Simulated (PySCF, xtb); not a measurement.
Ga(Me)(OH)2 (CH₅GaO₂), SMILES [CH3][Ga]([OH])[OH].

GFN2-xTB in xtb at its own geometry gives an orbital gap of 4.76 eV and a dipole moment of 2.59 D.

The structure is a stationary point at PBE-D3(BJ)/def2-SVP. Other conformers were not sampled.

Question: What does PBE/def2-TZVP (PySCF) give? (An estimate is asked for; the answer gives what the named calculation found.)

Answer: gap 5.56 eV (levels -6.73 and -1.17 eV), dipole 2.23 D.
